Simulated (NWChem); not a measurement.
Species: MgHSeBr; SMILES [Br][Mg][SeH]

```xyz
4

Mg    -0.0829     0.0749    -0.0004
Br    -0.2937    -2.2761    -0.0006
Se     0.1745     2.4956     0.0004
H     -1.3091     2.6145    -0.0254
```
Atoms are numbered in this order, from 1.

Level: PBE-D3(BJ)/def2-SVP (NWChem), optimised geometry, unscaled harmonic frequencies. This build's default masses of Se (78.918 u) and Br (79.917 u) are each other's, which moves their modes by up to 0.6 %.

Task: List the harmonic frequencies with IR intensities, and the thermochemistry.

Result: 
| frequency (cm⁻¹) | IR intensity (km/mol) |
|---|---|
| 95 | 23.4 |
| 103 | 21.2 |
| 179 | 0.2 |
| 487 | 58.4 |
| 495 | 25.8 |
| 2342 | 11.8 |

| Item | Result |
|---|---|
| zero-point energy | 5.3 kcal/mol |
| thermal correction to the enthalpy at 298.15 K (with zero-point energy) | 9.2 kcal/mol |
| heat capacity Cv | 14.3 cal/(mol K) |
| entropy at 298.15 K and 1 atm (symmetry number 1) | 78.1 cal/(mol K) |
| dipole moment | 0.93 D |

Rigid rotor and harmonic oscillator; modes under 100 cm⁻¹ make the entropy uncertain.
